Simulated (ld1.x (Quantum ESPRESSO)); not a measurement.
Results of a calculation; reference values are marked as such.
Hardness and transferability of assorted potentials

Generated with ld1.x 7.5 (TM, RRKJ, ultrasoft, PAW), atompaw 4.2 or ONCVPSP 4.0.1. The cutoff is in Ry: for ld1.x and atompaw files where the sum of valence levels is converged to 10 mRy in a Bessel basis, for ONCV files where the hardest occupied wave has 1 mHa per electron of residual kinetic energy. The error is the largest all-electron minus pseudo excitation energy over each file’s own four to seven test configurations (ionisations up to +4, promotions, holes and added fractions of an electron), all of which were solved. The labels leave out finer settings (local radius, basis sizes, second energies), which also bear on the numbers. Spin-polarised tests are not counted. The rows are a selection from randomly drawn settings: files with unsolved tests, undetermined cutoffs or missed reference levels are left out.

A true bound ghost makes a file unfit for plane-wave use even where its test errors are small: the radial tests pick states by their node count and pass the ghost by.

| element | potential | cutoff (Ry) | largest error (meV) | bound ghosts |
| --- | --- | --- | --- | --- |
| Cr | TM, PW91, scalar-relativistic, rc 2.25/4.20/1.35 (spd), local d, core correction no, reference 3d5 4s0.5 4p0.5 | 110 | -60 | s, p |
| Fe | TM semilocal, PBEsol, scalar-relativistic, rc 2.25/3.50/0.80 (spd), local p, core correction yes, reference 3d6 4s1.75 4p0.25 | 260 | -248 | none |
| Rh | TM semilocal, PBE, scalar-relativistic, rc 1.55/1.15/1.70 (spd), local s, core correction yes, reference 4s2 4p6 4d6 5s0 5p0 | 120 | +1946 | none |
| Ag | ultrasoft, LDA (PZ), scalar-relativistic, rc 2.80/2.70/1.25 (spd), local smoothed, core correction yes, reference 4d10 5s0.75 5p0.25 | 70 | -953 | s |
| In | TM semilocal, LDA (PZ), scalar-relativistic, rc 1.55/2.00/1.85 (spd), local p, core correction no, reference 5s2 5p0.75 | 35 | +159 | none |
| Os | ultrasoft, PBE, scalar-relativistic, rc 2.85/3.70/1.85 (spd), local smoothed, core correction yes, reference 5d6 6s2 6p0 | 30 | -145 | none |

**Question.** Fill in the row for Nb: TM, LDA (PZ), fully relativistic, rc 2.30/1.70/1.90 (spd), local s, core correction no, reference 4p6 4d4 5s1 5p0.

**Answer.** cutoff 40 Ry, largest error -380 meV, bound ghosts: none.

**Question.** Fill in the row for K: PAW, PBE, scalar-relativistic, rc 2.50/2.25/3.45 (spd), local smoothed, core correction yes, reference 3s2 3p6 3d0 4s0 4p0.

**Answer.** cutoff 15 Ry, largest error -9.0 meV, bound ghosts: none.

**Question.** Fill in the row for Hf: TM, PBE, scalar-relativistic, rc 3.10/3.55/2.95 (spd), local smoothed, core correction no, reference 5d2 6s1.5 6p0.

**Answer.** cutoff 18 Ry, largest error +135 meV, bound ghosts: none.
